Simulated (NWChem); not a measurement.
Program: NWChem. System: SeSn, charge 0, spin multiplicity 1, at a geometry optimised with PBE0/def2-SVP with def2 effective core potentials on Sn. The structure started from a generated list of species. Level: G0W0@PBE0/def2-SVPD with def2 effective core potentials on Sn, RI basis def2-svpd-rifit, no spin-orbit coupling.

Output (cleaned and shortened):

```
             Northwest Computational Chemistry Package (NWChem) 7.3.0
             --------------------------------------------------------

                                NWChem Input Module
                                -------------------

 Scaling coordinates for geometry "geometry" by  1.889725989
 (inverse scale =  0.529177249)

 Turning off AUTOSYM since
 SYMMETRY directive was detected!

                             Geometry "geometry" -> ""
                             -------------------------

 Output coordinates in angstroms (scale by  1.889725989 to convert to a.u.)

  No.       Tag          Charge          X              Y              Z
 ---- ---------------- ---------- -------------- -------------- --------------
    1 Sn                  50.0000     0.00000000     0.00000000     0.94631700
    2 Se                  34.0000     0.00000000     0.00000000    -1.39164200

 Effective nuclear repulsion energy (a.u.)     384.7806241681

            Nuclear Dipole moment (a.u.)
            ----------------------------
        X                 Y               Z
 ---------------- ---------------- ----------------
     0.0000000000     0.0000000000     0.0000415740

      Symmetry information
      --------------------

 Group name             C2v
 Group number             16
 Group order               4
 No. of unique centers     2

      Symmetry unique atoms

     1    2


 Summary of "ao basis" -> "" (spherical)
 ------------------------------------------------------------------------------
       Tag                 Description            Shells   Functions and Types
 ---------------- ------------------------------  ------  ---------------------
 *                         def2-svpd                  on all atoms

 Summary of "ri basis" -> "" (spherical)
 ------------------------------------------------------------------------------
       Tag                 Description            Shells   Functions and Types
 ---------------- ------------------------------  ------  ---------------------
 *                      def2-svpd-rifit               on all atoms

                                 NWChem DFT Module
                                 -----------------

 Summary of "ao basis" -> "ao basis" (spherical)
 ------------------------------------------------------------------------------
       Tag                 Description            Shells   Functions and Types
 ---------------- ------------------------------  ------  ---------------------
[...]
  ----- ------------  ---------------      ----- ------------  ---------------
     5      1.368109  1 Sn s                 38     -1.145532  2 Se s
     4     -0.749333  1 Sn s                 30      0.413115  1 Sn d  0
    37      0.390732  2 Se s                  3     -0.280661  1 Sn s
    50      0.281915  2 Se pz                14      0.266205  1 Sn pz
    36      0.256244  2 Se s                 17      0.236063  1 Sn pz

 center of mass
 --------------
 x =   0.00000000 y =   0.00000000 z =   0.01676823

 moments of inertia (a.u.)
 ------------------
         922.784225702196           0.000000000000           0.000000000000
           0.000000000000         922.784225702196           0.000000000000
           0.000000000000           0.000000000000           0.000000000000

     Multipole analysis of the density
     ---------------------------------

     L   x y z        total         alpha         beta         nuclear
     -   - - -        -----         -----         ----         -------
     0   0 0 0     -0.000000    -28.000000    -28.000000     56.000000

     1   1 0 0     -0.000000     -0.000000     -0.000000      0.000000
     1   0 1 0     -0.000000     -0.000000     -0.000000      0.000000
     1   0 0 1      1.245127     25.658461     25.658461    -50.071794

     2   2 0 0    -31.497775    -15.748888    -15.748888      0.000000
     2   1 1 0      0.000000      0.000000      0.000000      0.000000
     2   1 0 1     -0.000000     -0.000000     -0.000000      0.000000
     2   0 2 0    -31.497775    -15.748888    -15.748888      0.000000
     2   0 1 1      0.000000      0.000000      0.000000      0.000000
     2   0 0 2    -32.532366   -169.014964   -169.014964    305.497562

 Task  times  cpu:        7.0s     wall:        7.0s

                                NWChem Input Module
                                -------------------

                                 NWChem GW Module
                                 ----------------

                             ***********************
                             ***        GW       ***
                             ***********************

 Summary of "ri basis" -> "ri basis" (spherical)
 ------------------------------------------------------------------------------
       Tag                 Description            Shells   Functions and Types
 ---------------- ------------------------------  ------  ---------------------
 Sn                     def2-svpd-rifit             34      130   10s9p8d5f2g
 Se                     def2-svpd-rifit             37      143   11s10p8d5f3g

                 Memory Information
                 ------------------
          Available GA per process is          1700.0 MBs
          Available stack per process is        700.0 MBs
          Available heap per process is           0.0 MBs

          Peak memory in Initialization
              Peak GA per process is                  5.1 MBs
              Peak stack per process is               0.0 MBs
              Peak heap per process is                5.4 MBs
              Memory not in MA per process            0.0 MBs

          Peak memory in AFF Calculation
              Peak GA per process is                 19.2 MBs
              Peak stack per process is              12.1 MBs
              Peak heap per process is                0.0 MBs
              Memory not in MA per process           12.1 MBs

          Computing 2-center integrals
          Computing Inverse Cholesky factor
          Computing 3-center integrals
          Computing V_xc ...

          Computing Sigma_x
          Computing RPA polarizability
          Solving quasiparticle equations

                  Alpha Orbitals
          State     Energy (eV)     Error (eV)
          -----------------------------------
@GW        25        -12.904           0.001
@GW        26         -8.712           0.003
@GW        27         -8.367           0.003
@GW        28         -8.367           0.003
@GW        29         -0.346           0.005
@GW        30         -0.346           0.005

   Applying  -1.2709 eV scissor-shift to rest of particle states

   Applying   2.2605 eV scissor-shift to rest of hole states

     GW Timing Statistics
   ------------------------
   Init.   :          0.1s
     ERIs  :          0.4s
     Distr.:          0.0s
     Vxc   :          0.9s
   Sigma_x :          0.0s
   RPA     :          0.4s
   Wmn     :          0.0s
   Sigma_c :          0.0s
   GW total:          1.8s

 Task  times  cpu:        1.8s     wall:        1.8s

 Total times  cpu:        8.8s     wall:        8.8s
```

**Question.** Write an NWChem input that would produce this output.

**Answer.** This is not unique; one that fits is 
```
start mol
memory heap 200 mb stack 700 mb global 1700 mb
geometry units angstroms nocenter noautoz
  Sn     0.000000     0.000000     0.946317
  Se     0.000000     0.000000    -1.391642
  symmetry group C2v
end
basis spherical
  * library def2-svpd
end
ecp
  Sn library def2-ecp
end
basis "ri basis" bse spherical
  * library def2-svpd-rifit
end
dft
  xc pbe0
  iterations 100
  direct
  tolerances tight
end
task dft energy
gw
  states alpha occ 4 vir 2
end
task dft gw
```
